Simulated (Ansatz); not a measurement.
`[SiH3][Sn]([SiH3])([Cl])[Cl]` + `[OH][Ga]([Br])[Br]` → `[SiH3][O][Ga]([Br])[Br]` + `[SiH3][SnH]([Cl])[Cl]`  (cleavage of the Si–Sn bond)

Gas-phase electronic energies from Ansatz, PBE0-D4/def2-TZVP geometries. CBS: MP2 limit from def2 TZ/QZ plus the TZ coupled-cluster correction, frozen cores. Functionals use def2-TZVPP. Elements past krypton have def2 core potentials. For Br, Ga, Sn outer-core shells are correlated without core-valence functions, which leaves a few kJ/mol of doubt a bond. Scalar relativity is left out up to krypton. One conformer a species, not always the lowest.

`[SiH3][Sn]([SiH3])([Cl])[Cl]`:

```xyz
11

Si    1.206    1.195   -1.623
Sn   -0.630    0.042   -0.246
Si   -0.356   -1.252    1.955
Cl   -2.227    1.703    0.193
Cl   -1.689   -1.441   -1.723
H     2.203    0.174   -2.033
H     1.853    2.230   -0.780
H     0.562    1.808   -2.809
H    -1.696   -1.735    2.364
H     0.568   -2.390    1.725
H     0.208   -0.335    2.977
```

`[OH][Ga]([Br])[Br]`:

```xyz
5

O     0.107   -1.159    0.846
Ga    0.071    0.372   -0.037
Br   -0.838    0.473   -2.115
Br    0.944    2.199    0.955
H    -0.284   -1.884    0.351
```

`[SiH3][O][Ga]([Br])[Br]`:

```xyz
8

Si    0.729    0.865   -0.932
O    -0.450    0.505    0.153
Ga   -0.961   -0.872    1.118
Br   -2.764   -0.634    2.449
Br    0.191   -2.817    1.000
H     0.308    0.456   -2.298
H     0.950    2.331   -0.900
H     1.997    0.165   -0.592
```

`[SiH3][SnH]([Cl])[Cl]`:

Cartesian coordinates in Å:
```
Si -0.472 -0.034 1.325
Sn 0.238 0.204 -1.124
Cl -0.084 -1.862 -2.156
Cl 2.540 0.573 -1.158
H -1.920 -0.357 1.366
H -0.205 1.249 2.020
H 0.334 -1.132 1.907
H -0.432 1.359 -2.180
```

```json
{"level": "revPBE-D4", "ΔE (kJ/mol)": "-36.2", "difference from CCSD(T)/CBS": "23.4"}
{"level": "BLYP-D4", "ΔE (kJ/mol)": "-50.0", "difference from CCSD(T)/CBS": "9.6"}
{"level": "r2SCANh-D4", "ΔE (kJ/mol)": "-55.9", "difference from CCSD(T)/CBS": "3.7"}
{"level": "PBE-QIDH", "ΔE (kJ/mol)": "-58.4", "difference from CCSD(T)/CBS": "1.2"}
{"level": "PBE", "ΔE (kJ/mol)": "-36.2", "difference from CCSD(T)/CBS": "23.4"}
{"level": "BLYP", "ΔE (kJ/mol)": "-51.0", "difference from CCSD(T)/CBS": "8.6"}
{"level": "r2SCAN0", "ΔE (kJ/mol)": "-59.0", "difference from CCSD(T)/CBS": "0.6"}
{"level": "HF/def2-SVP", "ΔE (kJ/mol)": "-79.8", "difference from CCSD(T)/CBS": "-20.2"}
{"level": "CCSD(T)/def2-SVP", "ΔE (kJ/mol)": "-59.2", "difference from CCSD(T)/CBS": "0.4"}
{"level": "CCSD/def2-TZVPP", "ΔE (kJ/mol)": "-68.0", "difference from CCSD(T)/CBS": "-8.4"}
{"level": "CCSD(T)/CBS", "ΔE (kJ/mol)": "-59.6", "difference from CCSD(T)/CBS": "0"}
```

Largest T1 diagnostic among the species: 0.012.

In def2-TZVPP, CCSD(T) changes the Hartree–Fock value by +26.0 kJ/mol (the triples alone add +3.9 kJ/mol) and MP2 by +26.6 kJ/mol. Leaving LDA and LC-ωPBE aside and taking each functional with its dispersion term where it has one, the values, not all of them listed here, spread over 34.9 kJ/mol, from BHLYP-D4 to PBE-D4. LDA lies −4.1 kJ/mol from PBE without D4.

CCSD(T)/CBS has its own doubt, a few kJ/mol and more with outer-core shells, so smaller differences from it don't rank the levels.
